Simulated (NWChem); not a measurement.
System: AlH₃S₂O; SMILES [Al]([SH])([SH])[OH]

```xyz
7

Al     0.3691     0.0070    -0.0004
O      2.0590    -0.1323    -0.0015
H      2.7170     0.5633     0.0171
S     -0.7727    -1.8472    -0.0006
H      0.3549    -2.5940     0.0074
S     -0.6318     1.9469    -0.0008
H     -1.8692     1.4027     0.0156
```
Atoms are numbered in this order, from 1.

Results from NWChem. The geometry was optimised at PBE0/def2-SVP. Total energies compare along this basis series because the functional is fixed.

```json
[
 {"level": "TPSS/cc-pVDZ", "basis functions": "83", "energy (Ha)": "-1116.0589", "highest occupied level (eV)": "-6.36", "orbital gap (eV)": "5.40", "dipole (D)": "1.07", "relative time": "1"},
 {"level": "TPSS/aug-cc-pVDZ", "basis functions": "131", "energy (Ha)": "-1116.0791", "highest occupied level (eV)": "-6.54", "orbital gap (eV)": "5.03", "dipole (D)": "0.93", "relative time": "2"},
 {"level": "TPSS/cc-pVTZ", "basis functions": "174", "energy (Ha)": "-1116.1419", "highest occupied level (eV)": "-6.50", "orbital gap (eV)": "5.36", "dipole (D)": "1.04", "relative time": "1"},
 {"level": "TPSS/aug-cc-pVTZ", "basis functions": "265", "energy (Ha)": "-1116.1461", "highest occupied level (eV)": "-6.56", "orbital gap (eV)": "5.08", "dipole (D)": "0.95", "relative time": "6"}
]
```

The last column is a rough cost ratio, cheapest run = 1.
